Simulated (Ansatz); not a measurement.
As5P4⁻. The state is a triplet with charge -1. Geometry PBE-D4/def2-SVP, that of the charge -1 singlet; atoms count from 1.

```xyz
9

P     0.990    0.635   -2.174
P    -1.102   -0.167   -2.058
P     1.686    0.905   -0.013
P     0.602   -1.594   -1.872
As    1.367   -1.389    0.412
As   -1.890    0.352    0.176
As   -0.592    0.645    2.993
As   -0.219    1.972    0.955
As   -0.842   -1.360    1.581
```

The highest occupied level of the charge -1 triplet lies above zero (up to 0.46 eV). By energy differences its removal costs 1.02 eV (vertical, to the charge 0 doublet, at PBE0-D4/def2-SVP); self-interaction error and the lack of diffuse functions both raise the level. The structure comes from a short search, and lower isomers may exist.

Question: Estimate the Mulliken populations from the PBE0/def2-SVP orbitals of Ansatz.

Answer: 
```tsv
atom	charge (e)	spin (α − β)
P1	-0.12	0.09
P2	-0.14	0.18
P3	-0.20	0.21
P4	-0.14	0.13
As5	-0.11	0.32
As6	-0.10	0.24
As7	-0.06	1.01
As8	-0.04	-0.09
As9	-0.08	-0.10
```
Mulliken values and Mayer orders depend strongly on the basis.

Question: Where does the spin sit?

Answer: Summed by element: P 0.61, As 1.39, of 2 unpaired in all. Largest on single atoms: As7 1.01, As5 0.32, As6 0.24.

Question: And the Mayer bond orders between bonded heavy atoms (over 0.3)?

Answer: P1–P2 1.00 (2.24 Å); P1–P3 0.73 (2.29 Å); P1–P4 1.01 (2.28 Å); P2–P4 1.03 (2.23 Å); P2–As6 0.69 (2.43 Å); P3–As5 1.03 (2.35 Å); P3–As8 0.88 (2.39 Å); P4–As5 0.66 (2.42 Å); As5–As9 0.89 (2.50 Å); As6–As8 0.93 (2.45 Å); As6–As9 0.95 (2.45 Å); As7–As8 0.98 (2.46 Å); As7–As9 0.97 (2.46 Å).
